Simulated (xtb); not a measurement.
C3H10Si, singlet, at a GFN2-xTB geometry. Base run: GFN0-xTB (xtb).

xtb was given this input:
```
$ xtb mol.xyz --gfn 0 --json

# file mol.xyz
14

Si     0.04227581     0.17410565     0.35767998
C     -0.94677323     1.32330318    -0.79306653
C      1.75998590    -0.15337865    -0.39419538
C     -0.88714883    -1.47441790     0.56171541
H      0.19817869     0.81616493     1.67671672
H     -1.08207267     0.88244973    -1.77698739
H     -1.93349276     1.53106784    -0.39013129
H     -0.44225768     2.27526120    -0.92863343
H      2.35085242    -0.80627152     0.24121477
H      1.68499224    -0.62713212    -1.36922950
H      2.31726365     0.76979478    -0.52198718
H     -1.02111986    -1.97760373    -0.39202130
H     -1.87270611    -1.32118853     0.99105908
H     -0.34788226    -2.15306147     1.21575889
```

Variants of this job, named by their change:

| change | ΔE vs base (kJ/mol) | HOMO-LUMO gap (eV) |
|---|---|---|
| base | 0.00 | 6.34 |
| etemp = 3000 | 0.00 | 6.34 |
| acc = 1000 | 0.00 | 6.34 |
| etemp = 10 | 0.00 | 6.34 |
| etemp = 1000 | 0.00 | 6.34 |
| etemp = 10000 | (withheld) | 6.34 |

Q: Complete the blanks.

A: 
- etemp = 10000, ΔE vs base (kJ/mol): -26.6
